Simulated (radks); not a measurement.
Values are calculated unless marked as measured or tabulated.
Task: All-electron atom: the iodine ion I31+ in [Ar] 3d4. Code: a radial shooting solver on a logarithmic mesh with Libxc functionals. Model: Dirac Kohn-Sham, BLYP, spin-unpolarised, spherical densities, finite nucleus; open shells fill j = l - 1/2 first; Fermi nuclear charge, rms radius 4.75 fm.

Spin-orbit splittings of the eigenvalues, e(l+1/2) - e(l-1/2), with zeta = 2 splitting/(2l+1) and mean radii in bohr:

| shell | occ. | splitting (eV) | zeta (eV) | <r> j=l-1/2 | <r> j=l+1/2 |
|---|---|---|---|---|---|
| 2p | 6 | 301.9 | 201.3 | 0.09785 | 0.1034 |
| 3p | 6 | ? | ? | 0.2829 | 0.2923 |
| 3d | 4 | 15.06 | 6.025 | 0.2578 | 0.2607 |
| 4p | 0 | 22.12 | 14.74 | 0.5835 | 0.5972 |

Estimate the 3p splitting.

Result: 66.64 eV (zeta = 44.43 eV).
